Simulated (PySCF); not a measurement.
An element was calculated at r2SCAN (PySCF 2.14, ECP, a triple-zeta basis, no spin-orbit coupling), in the ground configurations that NIST lists.

| Property | Result |
| --- | --- |
| first ionisation energy | 12.421 eV |
| second ionisation energy | 21.116 eV |
| third ionisation energy | 30.530 eV |

Task: Which element is it?

Result: Xenon (Xe, Z = 54), in def2-TZVPPD with the def2 core potential (28 electrons). NIST lists 12.130, 20.975, 31.05 ± 0.04 eV for these ionisation energies.
